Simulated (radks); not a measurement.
Values are calculated unless marked as measured or tabulated.
Valence configurations of S III (all share [Ne]). Level of theory: scalar-relativistic Kohn-Sham, PBE, spin-unpolarised, spherical densities, finite nucleus; Fermi nuclear charge, rms radius 3.2611 fm (a radial shooting solver on a logarithmic mesh with Libxc functionals). Energies are relative to 3s2 3p2; eigenvalues in eV.

| valence | E (eV) | e(3p) | e(3s) |
|---|---|---|---|
| 3s2 3p2 | 0.000 | -27.979 | -39.396 |
| 3s1 3p3 | 11.446 | -28.536 | -40.011 |
| 3s1.5 3p2.5 | 5.716 | -28.261 | -39.707 |
| 3p4 | 22.949 | -29.068 | - |
| 3s0.5 3p3.5 | 17.190 | -28.805 | -40.308 |

NIST lists [Ne] 3s2 3p2 as the ground configuration; this level of theory agrees among the configurations tried. The energies are those of spherical spin-averaged densities, not of single terms.
